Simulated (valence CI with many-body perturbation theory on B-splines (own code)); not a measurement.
Sb XIX: electric-dipole lines

Calculated by configuration interaction combined with many-body perturbation theory (CI+MBPT): five valence electrons over a frozen Dirac-Fock core [Ar] 3d10, radial functions for each j: 9 s, 9 p, 8 d, 6 f, 3 g, 1 h, with the one-electron correlation potential Σ1, the two-electron term Σ2, the three-electron term Σ3, Breit, model QED; selected CI, second order for the rest (own B-spline code, finite nucleus).

No measured levels were compared; by estimate levels hold to about 250 cm⁻¹ or 0.2 % of their energy and the worst to 1 %, as in measured heavy ions of charge 2 to 7; those with d or f electrons hold less well. Among the levels kept, up to 300 cm⁻¹ of a level comes from second order outside the variational space, and about a tenth of that is noise between levels of different J, which matters for small intervals.

Lines 101 to 150 of 167 in falling wavelength, among levels below 1039100 cm⁻¹, chosen from the strongest by gf and those to the six lowest levels. Wavelengths and rates use the calculated energies, so an error of 1000 cm⁻¹ moves a line at 157.8 Å by 0.16 % and its rate by three times that or more. Electric multipoles are in the length gauge, E1 and E2 with the static RPA response of the core. Weak lines are less certain than strong ones. Lines between different terms over intervals too small for the method are left out, as are lines whose strength nearly cancels. The highest levels of a list are the least certain.

Names give the largest LS component (configuration and term), which can be under half, so a name can repeat, a term be missing and a line seem to break the LS rules; names also repeat where a configuration has a term twice. Letters in brackets count levels of one name in rising energy.

| λ vac (Å) | Upper | Lower | A (s⁻¹) | log gf | Branch % |
| --- | --- | --- | --- | --- | --- |
| 157.8 | 4s2.4p2.4d 2D_3/2 [b] | 4s2.4p3 2P°_3/2 | 6.52e+08 | -2.01 | 0.2 |
| 157.8 | 4s2.4p2.4d 2P_3/2 [a] | 4s2.4p3 2D°_5/2 | 3.92e+10 | -0.23 | 28.1 |
| 157.4 | 4s2.4p2.4d 4F_5/2 | 4s2.4p3 4S°_3/2 | 1.87e+10 | -0.38 | 96.9 |
| 157.0 | 4s2.4p2.4d 4P_3/2 | 4s2.4p3 2P°_1/2 | 1.48e+08 | -2.66 | 0.1 |
| 156.6 | 4s2.4p2.4d 4P_1/2 | 4s2.4p3 2P°_1/2 | 4.11e+09 | -1.52 | 1.6 |
| 156.1 | 4s2.4p2.4d 2D_5/2 [b] | 4s2.4p3 2P°_3/2 | 8.80e+09 | -0.71 | 2.8 |
| 155.5 | 4s2.4p2.4d 4D_5/2 | 4s2.4p3 2D°_3/2 | 1.16e+10 | -0.60 | 28.5 |
| 152.6 | 4s2.4p2.4d 2P_3/2 [a] | 4s2.4p3 2D°_3/2 | 5.44e+10 | -0.12 | 39.0 |
| 152.6 | 4s2.4p2.4d 2G_7/2 | 4s2.4p3 2D°_5/2 | 2.62e+10 | -0.14 | 100.0 |
| 152.1 | 4s2.4p2.4d 2D_3/2 [a] | 4s2.4p3 2P°_1/2 | 2.88e+10 | -0.40 | 34.5 |
| 151.5 | 4s2.4p2.4d 2D_5/2 [c] | 4s2.4p3 2P°_3/2 | 3.49e+08 | -2.14 | 3.0 |
| 151.4 | 4s2.4p2.4d 4P_5/2 | 4s2.4p3 2D°_5/2 | 3.42e+10 | -0.15 | 12.8 |
| 150.0 | 4s2.4p2.4d 4P_3/2 | 4s2.4p3 2D°_5/2 | 3.13e+10 | -0.37 | 12.4 |
| 148.6 | 4s2.4p2.4d 2F_5/2 | 4s2.4p3 4S°_3/2 | 1.47e+09 | -1.53 | 61.8 |
| 148.2 | 4s2.4p2.4d 4D_1/2 | 4s2.4p3 4S°_3/2 | 2.40e+07 | -3.80 | 0.3 |
| 147.9 | 4s2.4p2.4d 2P_1/2 [a] | 4s2.4p3 2P°_1/2 | 1.27e+11 | -0.08 | 54.1 |
| 147.4 | 4s2.4p2.4d 2P_3/2 [b] | 4s2.4p3 2P°_3/2 | 6.98e+10 | -0.04 | 29.8 |
| 147.2 | 4s2.4p2.4d 2S_1/2 | 4s2.4p3 2P°_3/2 | 1.83e+11 | 0.08 | 77.4 |
| 146.6 | 4s2.4p2.4d 4P_5/2 | 4s2.4p3 2D°_3/2 | 2.80e+10 | -0.27 | 10.5 |
| 145.4 | 4s2.4p2.4d 2D_3/2 [a] | 4s2.4p3 2D°_5/2 | 2.47e+09 | -1.50 | 3.0 |
| 145.3 | 4s2.4p2.4d 4P_3/2 | 4s2.4p3 2D°_3/2 | 1.49e+10 | -0.73 | 5.9 |
| 145.2 | 4s2.4p2.4d 4D_3/2 | 4s2.4p3 4S°_3/2 | 1.58e+10 | -0.70 | 36.3 |
| 144.9 | 4s2.4p2.4d 4P_1/2 | 4s2.4p3 2D°_3/2 | 4.68e+09 | -1.53 | 1.8 |
| 144.1 | 4s2.4p2.4d 2F_7/2 [b] | 4s2.4p3 2D°_5/2 | 3.57e+09 | -1.05 | 100.0 |
| 143.1 | 4s2.4p2.4d 2P_1/2 [b] | 4s2.4p3 2P°_1/2 | 7.51e+10 | -0.34 | 45.0 |
| 143.1 | 4s.4p4 2P_1/2 [b] | 4s2.4p3 4S°_3/2 | 4.14e+07 | -3.60 | 0.1 |
| 142.0 | 4s2.4p2.4d 2D_5/2 [a] | 4s2.4p3 2D°_5/2 | 6.96e+10 | 0.10 | 24.4 |
| 141.3 | 4s2.4p2.4d 2D_3/2 [b] | 4s2.4p3 2P°_1/2 | 2.28e+10 | -0.56 | 8.2 |
| 141.0 | 4s2.4p2.4d 2D_3/2 [a] | 4s2.4p3 2D°_3/2 | 1.93e+09 | -1.64 | 2.3 |
| 140.7 | 4s2.4p2.4d 2D_3/2 [c] | 4s2.4p3 2P°_3/2 | 1.48e+11 | 0.25 | 52.6 |
| 139.3 | 4s2.4p2.4d 4D_5/2 | 4s2.4p3 4S°_3/2 | 2.00e+10 | -0.46 | 49.2 |
| 138.4 | 4s2.4p2.4d 2D_5/2 [d] | 4s2.4p3 2P°_3/2 | 3.05e+11 | 0.72 | 93.0 |
| 137.8 | 4s2.4p2.4d 2D_5/2 [a] | 4s2.4p3 2D°_3/2 | 1.17e+11 | 0.30 | 40.9 |
| 137.5 | 4s2.4p2.4d 2P_1/2 [a] | 4s2.4p3 2D°_3/2 | 6.64e+10 | -0.42 | 28.2 |
| 137.0 | 4s2.4p2.4d 2P_3/2 [a] | 4s2.4p3 4S°_3/2 | 4.19e+10 | -0.33 | 30.1 |
| 135.6 | 4s2.4p2.4d 2D_3/2 [b] | 4s2.4p3 2D°_5/2 | 5.06e+10 | -0.25 | 18.3 |
| 134.3 | 4s2.4p2.4d 2D_5/2 [b] | 4s2.4p3 2D°_5/2 | 1.29e+11 | 0.32 | 41.7 |
| 133.3 | 4s2.4p2.4d 2P_1/2 [b] | 4s2.4p3 2D°_3/2 | 8.99e+10 | -0.32 | 53.8 |
| 132.9 | 4s2.4p2.4d 2P_3/2 [b] | 4s2.4p3 2P°_1/2 | 1.58e+11 | 0.22 | 67.3 |
| 132.8 | 4s2.4p2.4d 2S_1/2 | 4s2.4p3 2P°_1/2 | 7.15e+08 | -2.42 | 0.3 |
| 132.2 | 4s2.4p2.4d 4P_5/2 | 4s2.4p3 4S°_3/2 | 2.05e+11 | 0.51 | 76.8 |
| 131.8 | 4s2.4p2.4d 2D_3/2 [b] | 4s2.4p3 2D°_3/2 | 2.03e+11 | 0.33 | 73.3 |
| 131.1 | 4s2.4p2.4d 4P_3/2 | 4s2.4p3 4S°_3/2 | 2.06e+11 | 0.33 | 81.3 |
| 130.9 | 4s2.4p2.4d 2D_5/2 [c] | 4s2.4p3 2D°_5/2 | 7.42e+09 | -0.94 | 64.8 |
| 130.8 | 4s2.4p2.4d 4P_1/2 | 4s2.4p3 4S°_3/2 | 2.46e+11 | 0.10 | 95.6 |
| 130.5 | 4s2.4p2.4d 2D_5/2 [b] | 4s2.4p3 2D°_3/2 | 1.67e+11 | 0.41 | 53.8 |
| 129.5 | 4s2.4p2.4d 2F_7/2 [c] | 4s2.4p3 2D°_5/2 | 3.64e+11 | 0.86 | 100.0 |
| 127.8 | 4s2.4p2.4d 2P_3/2 [b] | 4s2.4p3 2D°_5/2 | 2.96e+08 | -2.54 | 0.1 |
| 127.6 | 4s2.4p2.4d 2D_3/2 [a] | 4s2.4p3 4S°_3/2 | 5.00e+10 | -0.31 | 59.8 |
| 127.4 | 4s2.4p2.4d 2D_3/2 [c] | 4s2.4p3 2P°_1/2 | 1.32e+11 | 0.11 | 46.8 |

Q: How does gf follow from A for the line at 127.4 Å?

A: gf = 1.4992 × (2J+1)_upper × A / σ², with σ = 784789 cm⁻¹ and 2J+1 = 4: gf = 1.29.
